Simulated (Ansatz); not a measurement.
A nudged elastic band was laid between two geometries of CH6NPSi (10 atoms, charge 0, multiplicity 1).

All numbers below come from RKS revPBE-D4/def2-SVP (Ansatz 0.2.0).

```
movable images  : 9
climbing image  : yes
spring          : 5.0 eV/Å²
optimiser       : quadratic models (default)
start path      : through a guess of the saddle point
force threshold : 0.05 eV/Å
iteration limit : 50
end points      : relaxed
```

Image 0:

```xyz
10
Properties=species:S:1:pos:R:3
P -2.153 0.953 -0.070
Si 0.035 0.579 0.375
C 0.784 -1.114 0.601
N 0.962 -0.442 -0.730
H -2.171 -0.155 -0.991
H -1.866 1.907 -1.114
H 0.704 1.711 1.101
H 1.666 -1.197 1.268
H 0.190 -2.048 0.569
H 1.932 -0.245 -1.006
```

Image 10:

```xyz
10
Properties=species:S:1:pos:R:3
P -2.033 0.441 -0.859
Si -0.024 0.399 0.173
C 0.873 -1.201 0.520
N 1.229 -0.470 -0.736
H -2.700 0.933 0.324
H -1.841 1.777 -1.374
H 0.377 1.579 1.013
H 1.605 -1.201 1.354
H 0.404 -2.191 0.360
H 2.193 -0.117 -0.772
```

(1) Which bonds break or form, and what moves?

(2) Give the energies along the band, and the barrier.

(3) What is the geometry of the highest image?

(4) What are the harmonic wavenumbers there?

## Answers

(1) No bond is made or broken. The height of P1 over the plane of its neighbours goes from -0.89 to 0.89 Å.

(2) The forces met the threshold. The highest image is number 5 of 0 to 10, 1.01 eV above the first end and 1.01 eV above the last; the last end lies 0.00 eV below the first. A vibrational analysis at the climbing image gives one clearly imaginary mode, 664i cm⁻¹: a first-order saddle point.

```
image  path coordinate (Å)  energy (eV)  height of P1 over the plane of its neighbours (Å)
    0                 0.00         0.00                                              -0.89
    1                 0.39         0.00                                              -0.89
    2                 0.77         0.03                                              -0.86
    3                 1.16         0.13                                              -0.76
    4                 1.54         0.58                                              -0.43
    5                 1.93         1.01                                              -0.01
    6                 2.75         0.05                                               0.80
    7                 3.58         0.03                                               0.91
    8                 4.41         0.03                                               0.89
    9                 5.23         0.01                                               0.89
   10                 6.06         0.00                                               0.89
```

(3) 
```xyz
10
Properties=species:S:1:pos:R:3:forces:R:3
P -1.848 0.898 -0.589 0.00 0.00 0.00
Si 0.134 0.500 0.211 -0.01 -0.01 -0.01
C 0.904 -1.124 0.705 0.00 0.00 -0.02
N 1.198 -0.555 -0.662 0.01 0.04 0.04
H -2.620 -0.018 -1.332 0.00 0.00 0.00
H -2.493 2.142 -0.420 0.00 0.00 0.00
H 0.556 1.762 0.902 0.00 0.00 0.00
H 1.719 -1.108 1.460 0.00 0.00 0.00
H 0.364 -2.093 0.700 0.00 0.00 0.00
H 2.170 -0.455 -0.972 -0.01 -0.02 -0.02
```

(4) 664i, 121, 162, 244, 379, 438, 495, 575, 684, 721, 741, 787, 964, 984, 1009, 1058, 1166, 1410, 2181, 2485, 2531, 2971, 3052, 3481 cm⁻¹.

The run took 17 min on 1 thread of Arm Neoverse V1 (shared host), peak memory 0.13 GiB.
